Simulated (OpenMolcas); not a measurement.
Mo+: CASPT2 settings compared

| Item | Value |
| --- | --- |
| Program | OpenMolcas |
| Basis | ANO-R2 [7s5p4d2f1g] |
| Scalar Hamiltonian | X2C, finite nucleus |
| Active space | 5 electrons in 6 orbitals (4d 5s) |
| State averaging | 2S+1 = 6 even, 6 roots; 2S+1 = 4 even, 9 roots |
| Spin-orbit coupling | RASSI with atomic mean-field integrals over the reference wave functions, term energies averaged over their components |

Methods on the same reference wave functions:
A. CASSCF
B. SS-CASPT2, IPEA 0.4 Eh, no level shift (closed shells correlated: none)
C. SS-CASPT2, IPEA 0.15 Eh, imaginary shift 0.05 Eh (closed shells correlated: 4s 4p)
D. SS-CASPT2, IPEA 0.4 Eh, imaginary shift 0.4 Eh (closed shells correlated: 3d 4s 4p)

Energies in cm⁻¹ above 4d⁵ ⁶S_5/2, the measured ground level; measured values from NIST Handbook of Basic Atomic Spectroscopic Data.

```csv
Level,A,B,C,D,Measured
4d⁵ ⁶S_5/2,0.0,0.0,0.0,0.0,0.0
4d⁴ 5s ⁶D_1/2,9283,12400,12080,11250,11783
4d⁴ 5s ⁶D_3/2,9479,12600,12280,11450,12034
4d⁴ 5s ⁶D_5/2,9806,12930,12600,11780,12417
4d⁴ 5s ⁶D_7/2,10264,13380,13060,12230,12900
4d⁴ 5s ⁶D_9/2,10852,13970,13650,12820,13461
```

Deviations, from unrounded energies. A percentage is the sum of absolute deviations over the sum of measured energies, with the sign that they share, or ± where signs differ.

```tsv
Against measurement	Levels	A	B	C	D
mean absolute deviation (cm-1)	5	2600	540	220	610
other configurations (%)	5	-20.6	+4.3	+1.7	-4.9
```

C lies closest to measurement on these levels and A furthest from it. The largest miss of C in the table is 4d⁴ 5s ⁶D_1/2, by +300 cm-1. The ranking rests on the paired levels alone, and a cruder setting can come out closer through cancelling errors.

Among B to D the level of the table that moves most is 4d⁴ 5s ⁶D_1/2, by 1200 cm-1 (lowest in D, highest in B). Moves below CASPT2's spread within the term are not significant.

The lowest spin-free term lies below A's lowest term by 0.069 hartree in B, 0.366 hartree in C, 0.387 hartree in D.

A single d shell beside an s shell can misplace configurations of different d count against each other. Without dynamic correlation excited terms often stand tens of per cent too high (terms of higher spin than the ground term too low), and those without a measured partner can miss by more than the paired ones (holds for A). Computed and measured levels are paired by configuration, term and J; levels that our copy of the source lacks, or whose pairing is in doubt (as where it misses far off the trend of its configuration), stay unpaired and out of the deviations. Only configurations of the active space appear. The table leaves out levels that lie high or whose names do not pair safely across all columns.
